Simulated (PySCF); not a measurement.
These 3 structures share the formula C4H8Si2. Theory: PBE0-D3(BJ)/def2-SVP geometry optimisation, gas phase in PySCF. One conformer each; no zero-point energy, no entropy. No frequencies were run at this level. Point groups hold within 0.08 Å.

Task: Rank from lowest to highest electronic energy at this level (kcal/mol).
A. `C1=C[SiH2]C=C[SiH2]1`
B. `[CH2:1]=[CH:2][SiH2:3][C:4]#[C:5][SiH3:6]` with C1–C2–Si3–C4 -124°
C. `[SiH3]C1=CC=C[SiH2]1`

Result: A (0.0), C (2.2), B (33.1).

As drawn, the highest has a C≡C bond, which the lowest lacks. Neighbours under 2.5 kcal/mol apart (C1=C[SiH2]C=C[SiH2]1 and [SiH3]C1=CC=C[SiH2]1) can change places with a better method, another conformer or zero-point energy.

```
              SMILES      E (Eh)  E rel (kcal/mol)  dipole (D)  point group       A, B, C (MHz)
C1=C[SiH2]C=C[SiH2]1  -735.46527               0.0        0.05     near D2h    3498, 2182, 1387
[SiH3]C1=CC=C[SiH2]1  -735.46175               2.2        1.23           Cs    4681, 1586, 1218
  C=C[SiH2]C#C[SiH3]  -735.41249              33.1        0.90           C1  6924, 711.7, 667.8
```

Task: As an exercise, what shares would exp(−E/RT) give at 2000 K from these electronic energies alone (no entropy, no degeneracies)?

Result: RT = 3.974 kcal/mol: C1=C[SiH2]C=C[SiH2]1 63.6 %, [SiH3]C1=CC=C[SiH2]1 36.4 %, C=C[SiH2]C#C[SiH3] under 0.1 %.
